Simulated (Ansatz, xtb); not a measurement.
# Two isomers of C5H10FP

Structure I is `[H]/P=C(\F)C(C)(C)C`, a singlet and structure II is `C[C@@H]1PCC[C@H]1F`, a singlet. Both are isolated molecules in the gas phase, relaxed with r2SCAN-D4/def2-SVP; the shapes shown needn't be the lowest conformers.

I (Å):

| atom | x (Å) | y (Å) | z (Å) |
| --- | --- | --- | --- |
| C | -1.1470 | -0.6819 | -0.0005 |
| C | 0.1070 | 0.1625 | -0.2387 |
| C | -0.2880 | 1.6345 | -0.4774 |
| C | 0.8754 | -0.3717 | -1.4652 |
| C | 1.0330 | 0.1135 | 0.9510 |
| F | 2.1342 | 0.8577 | 0.7359 |
| P | 0.7975 | -0.7374 | 2.4016 |
| H | -1.7176 | -0.3208 | 0.8696 |
| H | -0.8948 | -1.7404 | 0.1703 |
| H | -1.8016 | -0.6257 | -0.8847 |
| H | 0.6008 | 2.2616 | -0.6401 |
| H | -0.8434 | 2.0357 | 0.3850 |
| H | -0.9318 | 1.7070 | -1.3684 |
| H | 0.2370 | -0.3080 | -2.3608 |
| H | 1.7875 | 0.2154 | -1.6472 |
| H | 1.1631 | -1.4247 | -1.3187 |
| H | 2.0392 | -0.2938 | 2.9619 |

II (Å):

```yaml
atoms:
  - { symbol: C, position_ang: [-2.1440, -0.6065, 0.8276] }
  - { symbol: C, position_ang: [-0.6649, -0.8406, 1.0931] }
  - { symbol: C, position_ang: [1.8737, 0.1184, 1.1261] }
  - { symbol: C, position_ang: [1.6270, -1.1136, 0.2438] }
  - { symbol: C, position_ang: [0.1606, -1.0988, -0.1607] }
  - { symbol: F, position_ang: [-0.2022, -2.3049, -0.7490] }
  - { symbol: P, position_ang: [0.2262, 0.5673, 1.9680] }
  - { symbol: H, position_ang: [-2.2981, 0.2898, 0.2034] }
  - { symbol: H, position_ang: [-2.5676, -1.4705, 0.2910] }
  - { symbol: H, position_ang: [-2.7119, -0.4720, 1.7607] }
  - { symbol: H, position_ang: [-0.5449, -1.7306, 1.7412] }
  - { symbol: H, position_ang: [-0.1659, 1.5590, 1.0086] }
  - { symbol: H, position_ang: [2.6435, -0.0712, 1.8893] }
  - { symbol: H, position_ang: [2.2150, 0.9842, 0.5378] }
  - { symbol: H, position_ang: [2.2919, -1.1472, -0.6340] }
  - { symbol: H, position_ang: [1.7947, -2.0436, 0.8143] }
  - { symbol: H, position_ang: [-0.0379, -0.2999, -0.9043] }
```

Task: Estimate which is lower in electronic energy at CCSD(T)/def2-SVP + ΔMP2/def2-TZVPP, and by roughly how much.

Result: The CCSD(T)/def2-SVP + ΔMP2/def2-TZVPP calculation puts structure II lower, by 73.9 kJ/mol.

How the difference moves with the method:

```tsv
level	geometry	E(II) − E(I) (kJ/mol)	departure from the last row (kJ/mol)	job, with rough time for the two
r2SCAN-D4/def2-SVP	r2SCAN-D4/def2-SVP	−72.1	+1.9	optimisation, 2.2 min
HF/def2-SVP	r2SCAN-D4/def2-SVP	−96.6	−22.6	part of the CCSD(T) run
MP2/def2-SVP	r2SCAN-D4/def2-SVP	−63.7	+10.2	part of the CCSD(T) run
CCSD(T)/def2-SVP	r2SCAN-D4/def2-SVP	−59.9	+14.0	single point
CCSD(T)/def2-SVP + ΔMP2/def2-TZVPP	r2SCAN-D4/def2-SVP	−73.9		single point, 2.7 min
```

As drawn, II has 2 C–P in place of 1 C=P. Structure I has no ring, II a 5-membered ring.

None of the levels shown reverses the order. The largest departure from CCSD(T)/def2-SVP + ΔMP2/def2-TZVPP is that of HF/def2-SVP, 22.6 kJ/mol. Levels run at GFN2-xTB geometries aren't shown. The last row adds to CCSD(T) the change of the MP2 difference between the two basis sets, here −14.0 kJ/mol, a large step that makes the value less sure.

With thermal terms from frequencies at re-optimised GFN2-xTB minima (ideal gas, soft modes damped towards free rotors, one conformer each, 298.15 K, 1 atm): on the last row, ΔE + ΔZPE = −69.0, ΔH = −72.3, ΔG = −66.6 kJ/mol.

The correlated steps freeze 11 core orbitals. Mirror images aren't counted in ΔG. Codes used: Ansatz 0.2.0, xtb 6.7.1; the last row on 2 threads of Intel(R) Xeon(R) Processor @ 2.70GHz on a shared host.
